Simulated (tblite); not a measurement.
Compound: C6H7O (doublet state).
Structure used (GFN2-xTB), in Å, numbered top down from 1:
```
atom  x, y, z in Å
O1     0.3057    1.9538    1.8040
C2     0.5910    1.5205    0.7264
C3     0.0827    0.2471    0.1465
C4     0.9819   -0.9212   -0.3118
C5    -0.4875   -1.2572   -0.6092
C6    -0.8942   -0.7524    0.7834
C7    -0.6868    0.1512   -1.1888
H8     1.2823    2.0522    0.0414
H9     1.4749   -1.4852    0.4733
H10    1.6358   -0.7369   -1.1584
H11   -0.5340   -1.3101    1.6411
H12   -1.9184   -0.4200    0.9143
H13   -0.1399    0.4033   -2.0919
H14   -1.6942    0.5545   -1.1925
```

Level: GFN2-xTB in tblite, geometry and Hessian alike; calculated harmonic values, unscaled, isolated species. Against measured fundamentals such values can be off by several per cent, at times by over 20. One conformer, not necessarily the lowest. Open shells enter through the occupations alone, without spin polarisation, and single modes of such species can be off by tens of per cent. The optimisation stopped once no atom felt more than 0.01 eV/Å.

Lowest wavenumbers of the output (negative numbers stand for imaginary wavenumbers):
```
mode    cm-1
  1     -21.8
  2     187.0
  3     217.9
  4     445.4
  5     524.9
  6     531.3
  7     696.5
  8     762.5
  9     811.2
 10     854.8
 11     882.5
 12     913.8
 13     946.3
 14     995.1
 15    1036.8
```

Is this structure a minimum?

Not by this Hessian. 1 mode is imaginary beyond 20i (22i cm⁻¹), so at this level the point lies at or near a first-order saddle. The curvature is small, so loose convergence or finite differences may be the whole cause.

Which atoms move in the imaginary mode?

22i: O1 (oxygen bonded to C) 39 %, C2 (carbon bonded to C, O and H) 10 %. These are shares of the mass-weighted motion.

What is the remedy?

Step along that mode in both directions, optimise again with tighter thresholds and repeat the frequencies. The zero-point energy of this point (69.4 kcal/mol) counts the 35 real modes alone, and thermal corrections from it aren't those of a minimum.
